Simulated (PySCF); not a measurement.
Ge(Cl)(NH2) (ClGeH2N), SMILES [NH2][Ge][Cl] (connectivity only; charge and spin as stated), neutral, multiplicity 1. Geometry: B3LYP-D3(BJ)/def2-TZVP. Other conformers were not sampled.

TDA-B3LYP/def2-SVPD (PySCF) puts the lowest singlet excitations at 4.67, 5.33, 5.45, 6.25, 6.25, 6.50 eV.

What are the lowest excitation roots from ADC(2)/aug-cc-pVDZ in PySCF? (Estimate from the structure and the level; the computed values follow.)

4.74, 5.17, 6.08, 6.30, 6.40, 6.53 eV. S1 differs by 0.07 eV (second minus first; roots are paired by order, and the bases may differ).
